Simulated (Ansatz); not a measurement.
The pair A = CH4O (SMILES CO) (first 6 atoms), B = CH2O2 (SMILES O=CO); geometry from B3LYP-D3(BJ)/def2-TZVP.
(charge 0, multiplicity 1):
```xyz
11

C     -0.18960    -0.35027     0.18299
O      0.48930    -0.80552     1.35223
H     -0.90401     0.44544     0.41406
H     -0.72878    -1.20179    -0.22782
H      0.51964     0.01102    -0.56554
H      0.93740    -0.05470     1.77985
O      0.81214     0.88640     3.56206
C      0.00174     0.25227     4.19936
O     -0.65400    -0.81543     3.77385
H     -0.28228     0.50576     5.22849
H     -0.36563    -1.00672     2.83763
```

Cores are frozen in the correlated methods. MP2 and its Hartree–Fock in aug-cc-pVTZ are density fitted.

Codes used: Ansatz (Gaussian basis) for Hartree–Fock, density functionals and correlated methods. Each number belongs to the level named beside it.

The counterpoise-corrected interaction energy is E(AB) − E(A in the pair's basis) − E(B in the pair's basis). Total energies (hartree):

```json
[
 {"level": "HF/aug-cc-pVDZ", "AB": "-303.8695863", "A in the pair's basis": "-115.0613096", "B in the pair's basis": "-188.7956132"},
 {"level": "MP2/aug-cc-pVDZ", "AB": "-304.7660897", "A in the pair's basis": "-115.4231473", "B in the pair's basis": "-189.3265060"},
 {"level": "HF/aug-cc-pVTZ", "AB": "-303.9461383", "A in the pair's basis": "-115.0913640", "B in the pair's basis": "-188.8420477"},
 {"level": "MP2/aug-cc-pVTZ", "AB": "-305.0337904", "A in the pair's basis": "-115.5294824", "B in the pair's basis": "-189.4862203"},
 {"level": "CCSD(T)/aug-cc-pVDZ", "AB": "-304.8291687", "A in the pair's basis": "-115.4570214", "B in the pair's basis": "-189.3559986"}
]
```

Q: Work out the counterpoise-corrected interaction energy at the basis-set limit: extrapolate the MP2 correlation part as X⁻³, take Hartree–Fock from the larger set, and add the CCSD(T) − MP2 difference of aug-cc-pVDZ.

A: 
1. Differences (1 hartree = 627.509 kcal/mol): HF/aug-cc-pVDZ -7.946; MP2/aug-cc-pVDZ -10.314; HF/aug-cc-pVTZ -7.986; MP2/aug-cc-pVTZ -11.350; CCSD(T)/aug-cc-pVDZ -10.133.
2. Correlation parts, MP2 less HF: -2.367 in aug-cc-pVDZ (X = 2), -3.364 in aug-cc-pVTZ (X = 3).
3. Limit (3³·(-3.364) − 2³·(-2.367))/(3³ − 2³) = -3.784; with HF/aug-cc-pVTZ it gives -11.770.
4. CCSD(T) less MP2 in aug-cc-pVDZ: 0.181.
Result: -11.59 kcal/mol, against -10.31 at MP2/aug-cc-pVDZ. It is an estimate of this method's limit, not of the exact value.

Ansatz is a quantum-chemistry and plane-wave program.
